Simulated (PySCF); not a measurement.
## ECD: SMILES C1=CC2(C=C1B(C)C)CCC2, C10H15B

Cartesian coordinates in Å; atom numbers follow the order of the lines, from 1:
```xyz
26

C     2.5482    1.4434   -0.9044
B     2.1800    0.1185   -0.1372
C     3.3326   -0.8656    0.2973
C     0.7021   -0.2462    0.1930
C    -0.3943    0.4929   -0.1326
C    -1.6499   -0.1617    0.3477
C    -1.1391   -1.4023    1.0048
C     0.2039   -1.4411    0.9120
C    -2.7690   -0.2425   -0.7401
C    -3.3665    1.0632   -0.1939
C    -2.6065    0.8060    1.1162
H     3.2852    1.2442   -1.7010
H     3.0714    2.1074   -0.1906
H     1.7076    2.0075   -1.3325
H     3.2884   -1.7404   -0.3800
H     4.3465   -0.4457    0.2204
H     3.1875   -1.2730    1.3111
H    -0.3876    1.4422   -0.6733
H    -1.7883   -2.1416    1.4781
H     0.8478   -2.2315    1.3033
H    -2.4417   -0.2833   -1.7890
H    -3.4230   -1.1039   -0.5391
H    -2.9756    1.9437   -0.7259
H    -4.4619    1.1486   -0.1460
H    -3.2157    0.2358    1.8331
H    -2.1422    1.6533    1.6411
```

Method: TDDFT CAM-B3LYP/def2-SVP circular dichroism and optical rotation, one conformer, gas phase in PySCF 2.14.0. Geometry: PBE0-D3(BJ)/def2-SVP.

States above about 7.5 eV (minus the energy of the highest occupied orbital) lie near or above the ionisation threshold and depend on the basis. No stereocentre is labelled: unless the shape is locked (an allene, a helicene, a hindered biaryl), the mirror image is equally populated and a measured rotation or CD is zero.

(1) List the lowest 12 singlet excitations with oscillator and rotatory strengths.

## Answers

(1) Rotatory strengths R in 10⁻⁴⁰ esu² cm², velocity form and length form (origin at the centre of mass); f in length form.
| state | E (eV) | λ (nm) | f | R (velocity) | R (length) | main |
| --- | --- | --- | --- | --- | --- | --- |
| 1 | 4.46 | 278 | 0.030 | -0.1 | +0.5 | HOMO→LUMO 0.98 |
| 2 | 5.71 | 217 | 0.002 | -0.1 | +0.3 | HOMO−2→LUMO 0.89 |
| 3 | 5.94 | 209 | 0.001 | +13.5 | +13.5 | HOMO−3→LUMO 0.87, HOMO−3→LUMO+1 0.09 |
| 4 | 5.96 | 208 | 0.038 | +4.7 | +4.9 | HOMO→LUMO+1 0.72, HOMO−1→LUMO 0.23 |
| 5 | 6.34 | 196 | 0.682 | -8.4 | -8.6 | HOMO−1→LUMO 0.71, HOMO→LUMO+1 0.23 |
| 6 | 6.74 | 184 | 0.002 | +0.8 | +0.7 | HOMO−4→LUMO 0.82, HOMO−4→LUMO+1 0.08 |
| 7 | 7.07 | 175 | 0.0009 | -9.0 | -8.3 | HOMO−5→LUMO 0.62, HOMO−2→LUMO+1 0.21 |
| 8 | 7.46 | 166 | 0.0007 | -2.3 | -1.9 | HOMO→LUMO+2 0.78 |
| 9 | 7.47 | 166 | 0.001 | +5.0 | +5.0 | HOMO−7→LUMO 0.25, HOMO−3→LUMO+1 0.20 |
| 10 | 7.59 | 163 | 0.017 | +0.6 | +0.7 | HOMO−6→LUMO 0.82, HOMO−1→LUMO+1 0.13 |
| 11 | 7.79 | 159 | 0.0007 | -0.2 | -0.3 | HOMO→LUMO+4 0.44, HOMO→LUMO+3 0.21 |
| 12 | 7.81 | 159 | 0.001 | +2.4 | +1.1 | HOMO−2→LUMO+1 0.26, HOMO−9→LUMO 0.17 |

For states 1, 2 the two forms differ in sign, so the sign of R isn't settled.

Among the states computed, the strongest CD band (largest |R|) is state 3. The largest dissymmetry factor in size, g = 4R/(D+G), with D and G the electric and magnetic dipole strengths, is +0.14 for state 3 (velocity form, f = 0.0009), among bands with |R| over 0.5. The mirror image has the same energies and oscillator strengths and all R with the opposite sign.
